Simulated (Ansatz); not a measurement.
Start from `ClB1O[SiH2]S1` and change one atom or group to get `B1O[SiH2]S1`.

Ansatz, PBE0-D4/def2-TZVP geometries, multiplicity 1. 

```json
{"property": "LUMO energy (ωB97M-V/def2-TZVPP) / eV", "`ClB1O[SiH2]S1`": "1.07"}
{"property": "HOMO–LUMO gap (B3LYP/def2-TZVPP) / eV", "`ClB1O[SiH2]S1`": "6.92"}
{"property": "HOMO–LUMO gap (ωB97M-V/def2-TZVPP) / eV", "`ClB1O[SiH2]S1`": "11.30"}
{"property": "ideal-gas entropy at 298 K and 1 bar (rigid rotor, harmonic PBE0-D4/def2-TZVP) / J/(mol·K)", "`ClB1O[SiH2]S1`": "323"}
{"property": "size of the dipole moment (PBE/def2-TZVPP) / D", "`ClB1O[SiH2]S1`": "1.92"}
{"property": "HOMO–LUMO gap (PBE0/def2-TZVPP) / eV", "`ClB1O[SiH2]S1`": "7.38"}
```

(1) Give the same properties after the change, and the shifts. (Best estimate.)

Results:

(1) The calculation gave: 
```
                                                                                  property  `B1O[SiH2]S1`  shift
                                                     LUMO energy (ωB97M-V/def2-TZVPP) / eV           1.18   0.11
                                                     HOMO–LUMO gap (B3LYP/def2-TZVPP) / eV           6.91  -0.01
                                                   HOMO–LUMO gap (ωB97M-V/def2-TZVPP) / eV          11.30   0.00
ideal-gas entropy at 298 K and 1 bar (rigid rotor, harmonic PBE0-D4/def2-TZVP) / J/(mol·K)            291    -32
                                            size of the dipole moment (PBE/def2-TZVPP) / D           1.24  -0.68
                                                      HOMO–LUMO gap (PBE0/def2-TZVPP) / eV           7.38   0.00
```

Dipoles are sizes alone; their direction can turn.

B3LYP here is the variant with VWN-RPA as its local correlation; programs differ in this.
